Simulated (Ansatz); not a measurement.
Born–Oppenheimer molecular dynamics of H9N3OSZr (15 atoms, charge 0, multiplicity 1). It starts at the highest image of a converged band, a first-order saddle point between two minima.

Computed with RHF/def2-SVP (Ansatz).

```json
{"ensemble": "NVE (velocity Verlet)", "time step": "0.5 fs", "steps asked": "200", "starting velocities drawn for": "100 K", "seed": "2167"}
```

First frame:

```xyz
15
Properties=species:S:1:pos:R:3
Zr 0.026 -0.266 -0.079
O -0.191 -0.309 2.039
H -0.447 0.230 2.772
N 1.954 0.071 -0.699
H 2.707 -0.592 -0.628
H 2.274 0.857 -1.238
N -0.883 1.502 -0.570
H -1.861 1.624 -0.774
H -0.439 2.401 -0.654
N -1.138 -1.622 -1.100
H -0.993 -2.616 -1.147
H -1.843 -1.379 -1.775
S 1.173 -2.614 1.446
H 0.130 -3.446 1.375
H 0.410 -1.397 2.143
```

**Question.** How far do the bonds stretch over the last three quarters of this one trajectory? (Pairs bonded in most of those frames.)

**Answer.** 
```tsv
bond	mean (Å)	spread (Å)	shortest	longest
Zr1–O2	1.980	0.035	1.92	2.03
Zr1–N4	2.085	0.018	2.05	2.11
Zr1–N7	2.052	0.013	2.04	2.08
Zr1–N10	2.087	0.021	2.05	2.12
Zr1–S13	3.305	0.214	3.01	3.71
O2–H3	0.943	0.008	0.93	0.96
N4–H5	1.005	0.006	1.00	1.01
N4–H6	1.007	0.005	1.00	1.02
N7–H8	1.006	0.015	0.98	1.03
N7–H9	1.007	0.012	0.99	1.03
N10–H11	1.006	0.004	1.00	1.01
N10–H12	1.007	0.002	1.00	1.01
S13–H14	1.334	0.019	1.31	1.36
S13–H15	1.340	0.045	1.27	1.40
```

Mean temperature of the second half: 363 K. The conserved energy stayed within 0.096 meV per atom of its start (net change 0.055 meV per atom), so the integration is sound. The kinetic energy rose, since the run started high on the potential surface and went downhill. It ends in pieces (H2S + H7N3OZr), so much of that is their flight and rotation, not heat. A run of 0.1 ps of so small a system gives no equilibrium averages. The orbitals stay closed-shell, which can raise the energy where a bond breaks towards radicals; this wasn't checked here.

Run time: 5.4 min on 4 threads of Arm Neoverse V2 (shared host), peak memory 0.43 GiB.
